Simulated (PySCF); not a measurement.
SbCl₃, SMILES [Cl][Sb]([Cl])[Cl].

Coordinates come from a r2SCAN-D4/def2-SVP optimisation. The isomer is the one that the SMILES or the coordinates give; other isomers of the formula were not compared. The def2 effective core potentials stand for the cores of Sb; spin–orbit coupling is left out.

Computed with r2SCAN/def2-TZVPD in PySCF.

Symmetry labels are those of the subgroup Cs that the program uses (full group C3v).

List the valence orbital energies around the gap with their symmetry. (The exact figures need the calculation; the answer reports its results.)


```json
[
 {"orbital": "HOMO−7", "symmetry": "A'", "energy (eV)": "-10.64"},
 {"orbital": "HOMO−6", "symmetry": "A'", "energy (eV)": "-9.70"},
 {"orbital": "HOMO−5", "symmetry": "A'", "energy (eV)": "-8.80"},
 {"orbital": "HOMO−4", "symmetry": "A\"", "energy (eV)": "-8.80"},
 {"orbital": "HOMO−3", "symmetry": "A\"", "energy (eV)": "-8.35"},
 {"orbital": "HOMO−2", "symmetry": "A'", "energy (eV)": "-8.35"},
 {"orbital": "HOMO−1", "symmetry": "A\"", "energy (eV)": "-8.21"},
 {"orbital": "HOMO", "symmetry": "A'", "energy (eV)": "-7.87"},
 {"orbital": "LUMO", "symmetry": "A'", "energy (eV)": "-2.78"},
 {"orbital": "LUMO+1", "symmetry": "A\"", "energy (eV)": "-2.78"},
 {"orbital": "LUMO+2", "symmetry": "A'", "energy (eV)": "-2.64"},
 {"orbital": "LUMO+3", "symmetry": "A'", "energy (eV)": "0.38"}
]
```
